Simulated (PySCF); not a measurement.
Structure and largest two-photon cross section among the few lowest singlets (linear parallel light, single beam, Lorentzian half width 0.1 eV, states within 0.08 eV summed)

Computed with TDDFT CAM-B3LYP/aug-cc-pVDZ excited states, vertical, gas phase in PySCF. Geometry: PBE0-D3(BJ)/def2-SVP.

Each molecule in one low-energy conformer.

Problem. How does the largest two-photon cross section among the few lowest singlets (linear parallel light, single beam, Lorentzian half width 0.1 eV, states within 0.08 eV summed) change along this series?
- COC(=O)c1ccoc1 (H on C replaced by COOCH3)
- CCc1ccoc1 (H on C replaced by C2H5)
- c1ccc(-c2ccoc2)cc1 (H on C replaced by Ph)

Solution. 
```tsv
molecule	S1 (eV)	f(S1)	largest σ (GM)	at photon λ (nm)
COC(=O)c1ccoc1	5.48	0.000	1.6	396
CCc1ccoc1	5.80	0.003	2.2	428
c1ccc(-c2ccoc2)cc1	5.04	0.054	3.1	412
```
The largest two-photon cross section among the few lowest singlets (linear parallel light, single beam, Lorentzian half width 0.1 eV, states within 0.08 eV summed) is lowest for COC(=O)c1ccoc1 and highest for c1ccc(-c2ccoc2)cc1.
